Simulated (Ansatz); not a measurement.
The multiplicity is imposed and other spin states were not computed.

Cartesian coordinates (Å):
```xyz
5

Au    -0.1230     0.1174     0.1754
N     -1.7224     1.6397     2.4505
C     -1.1274     1.0733     1.6041
H     -2.2319     2.1254     3.1766
H      0.6947    -0.6609    -0.9877
```
Charge 0, multiplicity 1.

Computed with Ansatz (an electronic-structure program) with frozen-core CCSD(T)/def2-TZVPP // PBE-D3(BJ)/def2-SVP.

```yaml
HF energy: -228.28200 Ha
MP2 correlation energy: -1.00162 Ha
```

### Question
Estimate the CCSD correlation energy, the (T) correction, the total energy and the T1 diagnostic.

### Answer

```yaml
CCSD correlation energy: -0.95730 Ha
"(T) correction": -0.04317 Ha
CCSD(T) total energy: -229.28247 Ha
T1 diagnostic: 0.017
```
